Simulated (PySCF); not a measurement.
Does the answer move with the share of exact exchange?

C3H8OSi.
Numbering: `[CH3:1]/[CH:2]=[CH:3]/[O:4][SiH3:5]` (hydrogens: H6, H7, H8 on C1; H9 on C2; H10 on C3; H11, H12, H13 on Si5)

Geometry (PBE0-D3(BJ)/def2-SVP, Å), atoms numbered from 1 in this order:
```
atom  x, y, z in Å
C1    -2.2420    0.1129    0.3453
C2    -0.7589    0.1165    0.1753
C3    -0.0788   -0.8597   -0.4365
O4     1.2577   -0.9180   -0.6247
Si5    2.3873    0.2436   -0.1850
H6    -2.7073    0.9926   -0.1303
H7    -2.5281    0.1408    1.4102
H8    -2.6954   -0.7860   -0.0992
H9    -0.2103    0.9760    0.5822
H10   -0.5880   -1.7361   -0.8542
H11    3.6940   -0.2846   -0.6550
H12    2.0779    1.5483   -0.8431
H13    2.3998    0.4320    1.2967
```

PySCF, def2-SVPD basis, density fitting, gas phase, PBE0-D3(BJ)/def2-SVP geometry; singlet excitations by full TDDFT with frozen cores, triplets by Tamm–Dancoff TDDFT and ionisation energies by ΔSCF, from the lowest of the holes tried. One functional is left out:

```tsv
functional	exact exchange (%)	HOMO energy (eV)	LUMO energy (eV)	lowest singlet excitation (eV)	lowest triplet excitation (eV)	dipole moment (D)	mean polarisability (au)	vertical ionisation energy (eV)
LDA	0	-5.61	-0.84	4.81	4.43	0.774	74.1	8.74
PBE	0	-5.45	-0.61	4.87	4.25	0.700	72.7	8.54
PBE0	25	-6.60	0.24	5.66	4.19	0.755	69.6	8.65
BHandHLYP	50	-7.64	1.02	6.30	4.15	0.808	67.4	8.61
```

Task: Predict the row of B3LYP (20 % exact exchange) by straight lines through the other rows, and check it.

Result: 
```json
{"property": "HOMO energy (eV)", "line": "-6.38", "computed": "-6.40", "computed − line": "-0.02", "PBE0 (25 %), for comparison": "-6.60"}
{"property": "LUMO energy (eV)", "line": "0.00", "computed": "0.02", "computed − line": "+0.02", "PBE0 (25 %), for comparison": "0.24"}
{"property": "lowest singlet excitation (eV)", "line": "5.45", "computed": "5.50", "computed − line": "+0.05", "PBE0 (25 %), for comparison": "5.66"}
{"property": "lowest triplet excitation (eV)", "line": "4.25", "computed": "4.25", "computed − line": "0.00", "PBE0 (25 %), for comparison": "4.19"}
{"property": "dipole moment (D)", "line": "0.761", "computed": "0.755", "computed − line": "-0.006", "PBE0 (25 %), for comparison": "0.755"}
{"property": "mean polarisability (au)", "line": "70.8", "computed": "70.2", "computed − line": "-0.6", "PBE0 (25 %), for comparison": "69.6"}
{"property": "vertical ionisation energy (eV)", "line": "8.63", "computed": "8.69", "computed − line": "+0.06", "PBE0 (25 %), for comparison": "8.65"}
```
